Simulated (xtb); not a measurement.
xtb input:

```bash
xtb mol.xyz --gfn 2 --ohess tight --chrg -1 --uhf 0
```
mol.xyz:
```
11

N     -1.04782316     2.08498066     0.54007482
Si    -0.77701602     0.34237057     0.86687228
N      0.45756568    -0.36521022     0.17965460
Si     1.15676792    -1.24218050    -1.11332458
H     -1.28527426     2.29531063    -0.47768085
H     -0.25245912     2.68540746     0.77524648
H     -0.66818549     0.38958596     2.40124376
H     -2.19751340    -0.17396496     0.52712310
H      1.83124372    -0.42251933    -2.17365035
H      2.19402524    -2.25150765    -0.70081393
H      0.19390314    -2.09132179    -1.92427136
```

Q: Predict the final energy.

A: -13.11822 Eh (GFN2-xTB).

It need not be the lowest isomer of its formula. Whether it binds its extra electron was not tested at this geometry.
